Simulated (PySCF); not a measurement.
Screening by computed properties: pick the candidate that meets the target.

All species are isolated and taken at one optimised geometry, non-relativistic unless stated; the electronic structure was computed with PySCF and density fitting.

Dipoles, sizes and rotational constants follow the conformer. The torsions of the flexible species, by atom-mapped SMILES:
- `[CH3:1][c:2]1[cH:3][cH:4][c:5]([CH:6]2[CH2:7][CH2:8]2)[p:9][cH:10]1`: C4–C5–C6–C7 144°
- `[SiH3:1][O:2][c:3]1[cH:4][cH:5][cH:6][cH:7][c:8]1[SH:9]`: Si1–O2–C3–C4 0°, H–S9–C8–C7 180°
- `[CH3:1][C:2](=[O:3])[CH2:4][P:5]([CH3:6])[SiH:7]([CH3:8])[CH3:9]`: C1–C2–C4–P5 -75°, C2–C4–P5–C6 -166°, C4–P5–Si7–C8 89°
- `[CH2:1]=[C:2]1[C@@H:3]([O:4][CH3:5])[C@@H:6]1[O:7][SiH2:8][F:9]`: C2–C3–O4–C5 152°, C3–C6–O7–Si8 -49°, C6–O7–Si8–F9 63°
- `[CH2:1]=[CH:2][c:3]1[cH:4][c:5]([S:6][SiH3:7])[cH:8][o:9]1`: C1–C2–C3–C4 179°, C4–C5–S6–Si7 -1°

Task: Wanted: dipole moment above 2 D (PBE0/pcSseg-1) and HOMO–LUMO gap above 5.5 eV (PBE0/pcSseg-1), at GFN2-xTB geometries. Which candidate meets both?
A. `Cc1ccc(C2CC2)pc1`
B. `C=Cc1cc(S[SiH3])co1`
C. `CP(CC(=O)C)[SiH](C)C`
D. `[SiH3]Oc1ccccc1S`
E. `C=C1[C@@H](OC)[C@@H]1O[SiH2]F`
F. `[SiH3]c1cccc2c(Cl)nnn12`

Result: D. Computed values:
```
                      species  dipole moment  HOMO–LUMO gap
C=C1[C@@H](OC)[C@@H]1O[SiH2]F         0.96 D        6.50 eV
             Cc1ccc(C2CC2)pc1         1.52 D        5.19 eV
          C=Cc1cc(S[SiH3])co1         1.72 D        4.98 eV
         CP(CC(=O)C)[SiH](C)C         1.91 D        6.01 eV
             [SiH3]Oc1ccccc1S         2.22 D        5.84 eV
      [SiH3]c1cccc2c(Cl)nnn12         5.00 D        4.76 eV
```
